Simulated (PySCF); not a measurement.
Compound: C8H14BNSe.
Atom-mapped SMILES: `[CH3:1][Se:2][c:3]1[cH:4][cH:5][c:6]([B:7]([CH3:8])[CH3:9])[n:10]1[CH3:11]` (hydrogens: H12, H13, H14 on C1; H15 on C4; H16 on C5; H17, H18, H19 on C8; H20, H21, H22 on C9; H23, H24, H25 on C11)

Computed by this run: PBE0-D3(BJ)/def2-SVP geometry optimisation, gas phase (PySCF 2.14.0); density fitting, grid level 2; the optimiser is geomeTRIC in internal coordinates, started from a GFN2-xTB structure.

Step 1: E = -76005.1705 eV
```
atom  x, y, z in Å  |  force x, y, z in eV/Å
C1      3.8434    0.9638   -0.6495    0.157   0.039   0.044
Se2     2.8932   -0.4250    0.3028    0.052   0.033  -0.024
C3      1.1610    0.2266   -0.0571   -0.199  -0.078   0.043
C4      0.7525    1.3868   -0.7110    0.080   0.066  -0.041
C5     -0.6492    1.3582   -0.7189   -0.072   0.076  -0.044
C6     -1.1006    0.2124   -0.0562    0.091  -0.037   0.016
B7     -2.5644   -0.1052    0.2878    0.001  -0.018  -0.015
C8     -3.0198   -1.1983    1.3388   -0.036  -0.035   0.077
C9     -3.6881    0.7523   -0.4258   -0.051   0.048  -0.053
N10     0.0580   -0.4696    0.3308   -0.025   0.024   0.001
C11     0.1094   -1.7432    1.0017   -0.006  -0.033  -0.007
H12     4.9122    0.7210   -0.5567   -0.056   0.025  -0.016
H13     3.5612    0.9823   -1.7106   -0.026  -0.036   0.021
H14     3.6510    1.9391   -0.1809    0.014  -0.029  -0.035
H15     1.3990    2.1537   -1.1322   -0.024  -0.033   0.015
H16    -1.3014    2.1186   -1.1491    0.030  -0.040   0.018
H17    -2.3382   -1.3368    2.1918    0.000  -0.009  -0.024
H18    -3.1037   -2.1836    0.8385    0.007   0.054  -0.011
H19    -4.0244   -0.9792    1.7352    0.016  -0.002  -0.012
H20    -4.6772    0.2683   -0.3937    0.020  -0.005   0.002
H21    -3.8001    1.7172    0.1060    0.012  -0.054   0.017
H22    -3.4566    1.0019   -1.4731    0.006   0.015   0.022
H23     1.0348   -2.2703    0.7241   -0.004   0.007  -0.010
H24    -0.7355   -2.3670    0.6881    0.016   0.019   0.015
H25     0.0845   -1.6341    2.0978   -0.002   0.002   0.002
```

Step 2: E = -76005.1761 eV
```
atom  x, y, z in Å  |  force x, y, z in eV/Å
C1      3.8631    0.9575   -0.6703   -0.018   0.010  -0.010
Se2     2.8994   -0.3885    0.3329   -0.011  -0.010   0.031
C3      1.1541    0.2391   -0.0382    0.057  -0.016  -0.022
C4      0.7473    1.3930   -0.7056   -0.030  -0.021   0.045
C5     -0.6550    1.3605   -0.7142    0.003  -0.017  -0.037
C6     -1.1023    0.2139   -0.0480   -0.027   0.003   0.026
B7     -2.5683   -0.1099    0.2844    0.006  -0.002  -0.003
C8     -3.0321   -1.2217    1.3132   -0.004   0.015   0.049
C9     -3.6890    0.7628   -0.4167   -0.011  -0.002  -0.039
N10     0.0550   -0.4618    0.3500    0.027   0.069  -0.041
C11     0.1106   -1.7317    1.0279    0.016  -0.018  -0.004
H12     4.9292    0.7137   -0.5708   -0.010  -0.016   0.009
H13     3.5760    0.9278   -1.7293   -0.009  -0.001  -0.001
H14     3.6772    1.9531   -0.2469    0.003   0.004  -0.006
H15     1.3931    2.1570   -1.1301    0.009  -0.003   0.005
H16    -1.3089    2.1132   -1.1515   -0.002  -0.006   0.001
H17    -2.3523   -1.3849    2.1626   -0.008  -0.007  -0.008
H18    -3.1187   -2.1914    0.7866    0.000   0.007  -0.022
H19    -4.0366   -1.0072    1.7109    0.004   0.002  -0.003
H20    -4.6756    0.2739   -0.4060    0.005  -0.008  -0.008
H21    -3.8072    1.7072    0.1471   -0.001  -0.015   0.028
H22    -3.4494    1.0469   -1.4528   -0.002   0.014   0.012
H23     1.0385   -2.2554    0.7529    0.003   0.009  -0.004
H24    -0.7311   -2.3599    0.7173   -0.002   0.007   0.003
H25     0.0839   -1.6168    2.1234    0.000   0.004   0.000
```

Step 3: E = -76005.1792 eV
```
atom  x, y, z in Å  |  force x, y, z in eV/Å
C1      3.8739    0.9285   -0.6889   -0.077  -0.020  -0.045
Se2     2.8975   -0.3543    0.3827   -0.036   0.027   0.033
C3      1.1541    0.2663   -0.0159    0.034   0.024  -0.040
C4      0.7417    1.4118   -0.6934   -0.022   0.025  -0.006
C5     -0.6612    1.3704   -0.7150    0.071  -0.044   0.017
C6     -1.1052    0.2268   -0.0406   -0.007  -0.012  -0.002
B7     -2.5708   -0.1139    0.2811    0.002   0.025  -0.011
C8     -3.0381   -1.2495    1.2826    0.028   0.049   0.020
C9     -3.6957    0.7674   -0.4036    0.028  -0.038  -0.021
N10     0.0560   -0.4359    0.3665   -0.009  -0.074   0.041
C11     0.1199   -1.7027    1.0495   -0.003  -0.012   0.008
H12     4.9354    0.6744   -0.5810    0.031  -0.015   0.010
H13     3.5783    0.8426   -1.7424    0.005   0.019  -0.010
H14     3.7036    1.9480   -0.3213   -0.001   0.018   0.015
H15     1.3862    2.1764   -1.1173    0.022   0.024  -0.013
H16    -1.3166    2.1128   -1.1651   -0.012   0.025  -0.007
H17    -2.3611   -1.4398    2.1277   -0.010  -0.008   0.007
H18    -3.1237   -2.2003    0.7235   -0.005  -0.021  -0.021
H19    -4.0439   -1.0451    1.6814   -0.006   0.004   0.004
H20    -4.6739    0.2627   -0.4230   -0.006  -0.009  -0.016
H21    -3.8329    1.6816    0.2028   -0.014   0.011   0.031
H22    -3.4494    1.1005   -1.4228   -0.005   0.018   0.003
H23     1.0530   -2.2179    0.7767    0.000  -0.002   0.002
H24    -0.7164   -2.3377    0.7402   -0.009  -0.009  -0.002
H25     0.0902   -1.5831    2.1444    0.002  -0.002   0.002
```

Step 4: E = -76005.1818 eV
```
atom  x, y, z in Å  |  force x, y, z in eV/Å
C1      3.8543    0.9068   -0.7343   -0.055  -0.057  -0.041
Se2     2.9046   -0.2927    0.4518   -0.003   0.009   0.041
C3      1.1575    0.2919    0.0283    0.146   0.018  -0.015
C4      0.7493    1.4298   -0.6642   -0.102  -0.065   0.022
C5     -0.6520    1.3724   -0.7013    0.025   0.006   0.024
C6     -1.0961    0.2324   -0.0196   -0.058  -0.025  -0.034
B7     -2.5655   -0.1178    0.2754    0.003   0.041  -0.013
C8     -3.0552   -1.2786    1.2365    0.050   0.056  -0.019
C9     -3.6841    0.7806   -0.3977    0.054  -0.055   0.007
N10     0.0644   -0.4200    0.4053   -0.006  -0.020   0.005
C11     0.1360   -1.6839    1.0942   -0.012   0.024   0.005
H12     4.9166    0.6547   -0.6315    0.052   0.004  -0.006
H13     3.5307    0.7406   -1.7698    0.013   0.024  -0.010
H14     3.6961    1.9523   -0.4429    0.004   0.016   0.028
H15     1.3952    2.1954   -1.0849   -0.002   0.012  -0.008
H16    -1.3089    2.1036   -1.1666   -0.021   0.033  -0.008
H17    -2.3933   -1.5116    2.0820    0.000  -0.008   0.020
H18    -3.1431   -2.2027    0.6341   -0.009  -0.033  -0.004
H19    -4.0646   -1.0778    1.6269   -0.012   0.000   0.011
H20    -4.6503    0.2591   -0.4763   -0.012  -0.006  -0.021
H21    -3.8557    1.6465    0.2681   -0.032   0.022   0.019
H22    -3.4173    1.1856   -1.3846   -0.008   0.019  -0.002
H23     1.0759   -2.1895    0.8269    0.004  -0.003   0.008
H24    -0.6932   -2.3272    0.7841   -0.018  -0.011  -0.010
H25     0.0999   -1.5598    2.1886   -0.001  -0.002   0.000
```

**Question.** Estimate the geometry and energy of step 5. (The exact step hangs on the optimiser's Hessian estimate; all steps are aligned on step 4, rigid shifts and turns removed.)

**Answer.** E = -76005.1842 eV, largest force 0.063 eV/Å
```
atom  x, y, z in Å  |  force x, y, z in eV/Å
C1      3.8536    0.8814   -0.7535   -0.008  -0.032  -0.007
Se2     2.9058   -0.2684    0.4838    0.003   0.017   0.004
C3      1.1603    0.3094    0.0480    0.022   0.007  -0.012
C4      0.7478    1.4441   -0.6475    0.005   0.029  -0.001
C5     -0.6524    1.3883   -0.6904    0.036  -0.046   0.020
C6     -1.0949    0.2447   -0.0136   -0.047   0.004  -0.018
B7     -2.5636   -0.1139    0.2686    0.021   0.004   0.013
C8     -3.0419   -1.2884    1.2178   -0.017   0.029  -0.016
C9     -3.6903    0.7766   -0.4002    0.049  -0.029   0.027
N10     0.0653   -0.4044    0.4199   -0.033  -0.017  -0.017
C11     0.1322   -1.6682    1.1101   -0.006   0.013  -0.014
H12     4.9151    0.6178   -0.6595    0.014   0.008  -0.011
H13     3.5122    0.6938   -1.7797    0.004   0.010   0.000
H14     3.7158    1.9371   -0.4874    0.006   0.002   0.015
H15     1.3935    2.2122   -1.0653   -0.002   0.006   0.000
H16    -1.3086    2.1210   -1.1561    0.000   0.002  -0.001
H17    -2.3803   -1.5290    2.0615   -0.010   0.007   0.007
H18    -3.1233   -2.2050    0.6016   -0.009  -0.014   0.016
H19    -4.0534   -1.1002    1.6097   -0.012  -0.007   0.008
H20    -4.6412    0.2330   -0.5135   -0.004  -0.006  -0.015
H21    -3.8980    1.6135    0.2935   -0.030   0.001   0.000
H22    -3.4198    1.2231   -1.3678    0.002   0.015   0.001
H23     1.0743   -2.1735    0.8499    0.007   0.003   0.007
H24    -0.6956   -2.3114    0.7944    0.010  -0.001  -0.005
H25     0.0884   -1.5435    2.2042   -0.002  -0.001  -0.002
```

The energy changes by -0.0024 eV. The first-order estimate −F·Δx gives -0.0042 eV and the mean of the old and new forces, exact on a quadratic surface, -0.0024 eV. The step makes an angle of 85° with the force vector and moves no atom by more than 0.059 Å.

The cost below is that of the whole optimisation. Time: 12 min; peak memory 1.3 GiB. Hardware: Arm Neoverse V1, one thread (shared host).
